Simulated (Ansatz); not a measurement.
The same path of AlClH₄OSi (8 atoms, charge 0, multiplicity 1) was run twice with different band settings. Lost on the way: Al1–H2, Al1–Cl3. Made: H2–Cl3.

All numbers below come from Ansatz, RKS PBE0-D4/6-31G*.

Relaxed end points:

```xyz
8
Properties=species:S:1:pos:R:3
Al 0.249 -0.093 0.519
H 0.677 0.274 1.985
Cl 1.601 0.156 -1.068
O -1.295 -0.690 0.188
Si -2.521 -1.267 -0.751
H -3.004 -2.562 -0.197
H -3.647 -0.293 -0.759
H -2.067 -1.486 -2.154
```

```xyz
8
Properties=species:S:1:pos:R:3
Al -0.175 -0.216 0.115
H 2.215 0.641 0.875
Cl 3.403 1.034 1.234
O -1.670 -0.857 -0.397
Si -3.108 -1.492 -0.899
H -3.416 -2.734 -0.137
H -4.209 -0.512 -0.680
H -3.046 -1.825 -2.349
```

Common settings: movable images 5; climbing image yes; spring 5.0 eV/Å²; optimiser quadratic models (default); force threshold 0.05 eV/Å; iteration limit 60; end points relaxed.

| run | start path |
| --- | --- |
| 1 | through a guess of the saddle point |
| 2 | straight line |

Task: What does each run give, and how far can it be trusted?

Result: Run 1: converged after 27 iterations, highest image 3.042 eV above the first end. Neighbouring images differ by up to 2.4 eV, so the band resolves the path poorly. A vibrational analysis at the climbing image gives one clearly imaginary mode, 1038i cm⁻¹: a first-order saddle point.
Run 2: converged after 31 iterations, highest image 3.041 eV above the first end. Neighbouring images differ by up to 2.2 eV, so the band resolves the path poorly. Another band between the same ends (5 images) ends at a top of the same energy, where a vibrational analysis finds 1 clearly imaginary mode.
The orbitals stay closed-shell, which can raise the energy where a bond breaks towards radicals; this wasn't checked here.
